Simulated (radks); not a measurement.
Charge is removed step by step from the 4s down level of the bromine ion Br+, starting from [Ar] 3d10 4s(up 1, down 1) 4p4. Calculated with a radial shooting solver on a logarithmic mesh with Libxc functionals: scalar-relativistic Kohn-Sham, PBE, spin-polarised, spherical densities, point nucleus; open shells are filled with parallel spins first.

| removed (e) | E - E(0) (eV) | eigenvalue (eV) | E minus straight line (eV) |
|---|---|---|---|
| 0 | 0.000 | -29.335 | 0.000 |
| 0.1 | 2.988 | -30.429 | -0.504 |
| 0.2 | 6.085 | -31.531 | -0.898 |
| 0.3 | 9.293 | -32.642 | -1.181 |
| 0.4 | 12.613 | -33.760 | -1.352 |
| 0.5 | 16.045 | -34.886 | -1.412 |
| 0.6 | 19.590 | -36.020 | -1.359 |
| 0.7 | 23.248 | -37.161 | -1.191 |
| 0.8 | 27.021 | -38.310 | -0.910 |
| 0.9 | 30.910 | -39.466 | -0.513 |
| 1 | 34.914 | -40.630 | 0.000 |

Removing the whole electron costs 34.914 eV by Delta-SCF, against 29.335 eV from minus the eigenvalue at the starting occupation. Slater's transition state (half an electron removed) gives 34.886 eV. Integrating minus the eigenvalue over the occupation (Janak's theorem) gives 34.918 eV. In this scalar-relativistic scheme the density is built from large components alone, so the theorem holds only approximately. The mean slope of the eigenvalue, de/dn, is 11.3 eV per electron.
